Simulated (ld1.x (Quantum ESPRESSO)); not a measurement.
Which change was made? (Pd, TM semilocal)

| Property | Result |
| --- | --- |
| Element | Pd |
| Generator | ld1.x (Quantum ESPRESSO) 7.5 |
| Type | norm-conserving Troullier–Martins (semilocal form) |
| Functional | PBE |
| Relativity | scalar-relativistic |
| Frozen core | [Ar] 3d10 4s2 |
| Valence charge | 16 |
| Reference configuration | 4p6 4d8.5 5s0 5p0 (charge +1.5) |
| Partial waves | 5s (bound, empty): rc 2.10 bohr; 4p (bound): rc 1.25 bohr; 4d (bound): rc 1.20 bohr |
| Local potential | the d channel |
| Core correction | Bessel-smoothed model core inside 1.25 bohr |

Cutoffs, loose and tight: the cutoffs (Ry, on a coarse ladder) from which the occupation-weighted sum of valence levels, in a spherical-Bessel basis at the reference potential, stays within 10 and 1 mRy of its value at 400 Ry. They do not see the model core or the augmentation charge, which bear on the density cutoff. Test errors are all-electron minus pseudo excitation energies from the reference, over the configurations 4p6 4d10 5s0 5p0; 4p6 4d9 5s0 5p0; 4p6 4d8 5s0 5p0; 4p6 4d9 5s0 5p1; 4p6 4d6 5s0 5p0; 4p6 4d8 5s1 5p0; 4p6 4d9.5 5s0 5p0; variants that change the core or the reference have their own tests.

The base gives: outcome: generated; cutoff, loose: 90 Ry; cutoff, tight: 160 Ry; bound ghosts: none; largest test error (meV): -81.

Task: After one change the result is: outcome: generated; cutoff, loose: 180 Ry; cutoff, tight: 300 Ry; bound ghosts: s; largest test error (meV): -69. Which change was it?
A. all radii but the core radius scaled by about 0.89 (s 1.86, p 1.12, d 1.06 bohr)
B. all radii but the core radius scaled by about 1.19 (s 2.50, p 1.48, d 1.42 bohr)
C. all radii but the core radius scaled by about 1.36 (s 2.86, p 1.70, d 1.64 bohr)
D. all radii but the core radius scaled by about 0.76 (s 1.60, p 0.96, d 0.92 bohr)

Result: D. The others give: all radii but the core radius scaled by about 0.89 (s 1.86, p 1.12, d 1.06 bohr) → outcome: generated; cutoff, loose: 140 Ry; cutoff, tight: 200 Ry; bound ghosts: none; largest test error (meV): -79 | all radii but the core radius scaled by about 1.19 (s 2.50, p 1.48, d 1.42 bohr) → outcome: generated; cutoff, loose: 70 Ry; cutoff, tight: 100 Ry; bound ghosts: none; largest test error (meV): -73 | all radii but the core radius scaled by about 1.36 (s 2.86, p 1.70, d 1.64 bohr) → outcome: generated; cutoff, loose: 60 Ry; cutoff, tight: 90 Ry; bound ghosts: none; largest test error (meV): +95.
